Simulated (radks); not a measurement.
Coulomb parameter of the 4f shell of the praseodymium ion Pr2+ in the model configuration [Xe] 4f2 6p1, as a second difference U = [E(n + 1) + E(n - 1) - 2 E(n)] / (1)^2 with all orbitals relaxed. "Bare": the charge of the atom changes with n. "Screened": the 6p shell takes up the change at fixed total charge, which measures U(4f,4f) + U(6p,6p) - 2 U(4f,6p). Method: scalar-relativistic Kohn-Sham, PBE, spin-unpolarised, spherical densities, finite nucleus; Fermi nuclear charge, rms radius 4.8919 fm; computed with a radial shooting solver on a logarithmic mesh with Libxc functionals.

case         configuration  E - E(n) (eV)
start         [Xe] 4f2 6p1          0.000
bare +1       [Xe] 4f3 6p1        -15.194
bare -1       [Xe] 4f1 6p1         31.499
screened +1       [Xe] 4f3         -7.462
screened -1   [Xe] 4f1 6p2         15.320

U(bare) = 16.305 eV, U(screened by 6p) = 7.858 eV, against the Slater integral F0(4f,4f) = 24.833 eV with frozen orbitals.
